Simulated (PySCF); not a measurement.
C₂H₅BCl₂, SMILES CCB(Cl)Cl.

Geometry: B3LYP-D3(BJ)/def2-SVP. The values are those of a single conformer.

All values below come from CAM-B3LYP/def2-TZVP run with PySCF.

The molecule is in vacuum.

```json
{
  "total_energy": "-1024.59089 hartree",
  "point_group": "Cs",
  "highest_occupied_level": "-10.29 eV",
  "lowest_empty_level": "-0.05 eV",
  "orbital_gap": "10.23 eV",
  "dipole_moment": "1.53 D",
  "quadrupole, principal values (traceless, Buckingham form, about the centre of nuclear charge)": "-2.37, 0.55, 1.82 D·Å",
  "mean_static_polarisability": "61.3 bohr³ (9.08 Å³)",
  "polarisability_principal_values": "47.6, 64.2, 72.0 bohr³"
}
```
